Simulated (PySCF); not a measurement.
CH₄O₂, SMILES OCO. Geometry optimised at B3LYP-D3(BJ)/def2-TZVP. The values are those of a single conformer.

All values below come from B3LYP-D3(BJ)/def2-TZVP (PySCF).

Harmonic wavenumbers (cm⁻¹): 381, 385, 562, 1013, 1032, 1054, 1206, 1369, 1390, 1448, 1528, 3029, 3075, 3780, 3780. Rotational constants (GHz): 41.84, 10.17, 9.011; symmetry number 2.

Problem. Work out the zero-point energy and the ideal-gas rigid-rotor harmonic-oscillator thermochemistry at 298.15 K and 1 atm.

Solution. ZPE = ½ Σ hcν = ½ × 25032 cm⁻¹ = 149.72 kJ/mol. H − E(el) = 162.20 kJ/mol. Entropy in J/(mol K): translation 157.04, rotation 86.09, vibration 12.24, total 255.37. G − E(el) = 86.06 kJ/mol. Cp = 57.28 J/(mol K).
